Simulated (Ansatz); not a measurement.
```yaml
crystal:
  periodic: [false, false, false]
  atoms:
    - {symbol: N, position_ang: [1.047892, 1.405954, -0.579890]}
    - {symbol: Al, position_ang: [0.779316, 0.068194, -0.404474]}
    - {symbol: F, position_ang: [2.287783, -0.613264, -0.882522]}
    - {symbol: Si, position_ang: [-0.880968, -1.321707, 1.060635]}
    - {symbol: H, position_ang: [0.023993, 2.185596, -0.496867]}
    - {symbol: H, position_ang: [1.239941, 2.366717, -1.051502]}
    - {symbol: H, position_ang: [-1.416798, -2.325595, -0.227409]}
    - {symbol: H, position_ang: [-0.203751, -2.228455, 1.603078]}
    - {symbol: H, position_ang: [-2.146258, -0.749416, 1.344529]}
basis:
  gaussian: {orbitals: cc-pVDZ, fitting: {mean_field: def2-universal-jkfit}, point_charges: [{charge: 0.50, position_ang: [5.361, 0.627, -0.791]}]}
hamiltonian: {xc: {name: TPSS}}
output: {forces: true}
```

```sh
$ ansatz run in.yaml --threads 2 --pin off --events-out ev --progress --plain --max-ram 4352MiB
```

How does Ansatz answer? (An estimate is asked.)

The calculation gave: The input was rejected before any iteration.
```
Error: YAML parse error: error: line 15 column 19: hamiltonian.xc: no functional is named "TPSS"; the names, which are not case-sensitive, are SVWN5, SPW92, PBE, PBE0, PBEsol, revPBE, revPBE0, RPBE, rPW86-PBE, HSE06, wPBEh, LC-wPBE, HISS, HF, BLYP, B3LYP, B3LYP5, BHLYP, CAM-B3LYP, r2SCAN, r2SCANh, r2SCAN0, r2SCAN50, m-r2SCAN, B97, wB97, wB97X, wB97X-V, B97M-V, wB97M-V, B2PLYP, B2GP-PLYP, PBE0-DH, PBE-QIDH
13 | basis:
14 |   gaussian: {orbitals: cc-pVDZ, fitting: {mean_field: def2-universal-jkfit}, point_…
15 | hamiltonian: {xc: {name: TPSS}}
16 | output: {forces: true}
```

HSE06 is defined as in plane-wave codes.
